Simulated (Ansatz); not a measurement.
`C=C1C[SiH2]1`, 10 atoms. The species carries charge 0 and has multiplicity 1. All runs use 2 threads of an Arm Neoverse V2 on a shared host. Correlated methods freeze the cores.

Task: How many basis functions does each run have, and how long does it take in Ansatz? RHF-MP2/def2-QZVPP energy; RKS PBE0-D4/def2-TZVP frequencies; RHF-CCSD(T)/def2-TZVPP energy; RKS ωB97M-V/def2-QZVPP energy; RKS PBE0-D4/def2-TZVP relaxation (6 steps); RKS PBE-QIDH (frozen core)/def2-TZVPP energy; RHF-CCSD(T)/def2-SVP energy; RKS ωB97M-V/def2-SVP energy; RKS LC-ωPBE/def2-TZVPP energy; RKS PBE0-D4/def2-SVP energy; RKS PBE0-D4/def2-QZVPP energy; RKS HSE06 (plane-wave form)-D4/def2-TZVPP energy. (Estimate.)

Result: The calculation gave: Other jobs shared the machine, so times are rough.

| level | job | functions | wall time | peak host memory (GiB) |
| --- | --- | --- | --- | --- |
| RKS PBE0-D4/def2-SVP | energy | 90 | 1.1 s | 0.16 |
| RKS LC-ωPBE/def2-TZVPP | energy | 219 | 2.7 s | 0.33 |
| RHF-CCSD(T)/def2-SVP | energy | 90 | 2.8 s | 0.31 |
| RKS HSE06 (plane-wave form)-D4/def2-TZVPP | energy | 219 | 3.3 s | 0.44 |
| RKS ωB97M-V/def2-SVP | energy | 90 | 4.5 s | 0.24 |
| RKS PBE-QIDH (frozen core)/def2-TZVPP | energy | 219 | 6 s | 0.48 |
| RKS PBE0-D4/def2-QZVPP | energy | 421 | 8.5 s | 1.1 |
| RKS ωB97M-V/def2-QZVPP | energy | 421 | 19 s | 1.4 |
| RKS PBE0-D4/def2-TZVP | relaxation (6 steps) | 166 | 21 s | 0.35 |
| RHF-MP2/def2-QZVPP | energy | 421 | 23 s | 2.1 |
| RHF-CCSD(T)/def2-TZVPP | energy | 219 | 70 s | 3.3 |
| RKS PBE0-D4/def2-TZVP | frequencies | 166 | 2.2 min | 0.37 |

LC-ωPBE has ω = 0.4 bohr⁻¹.
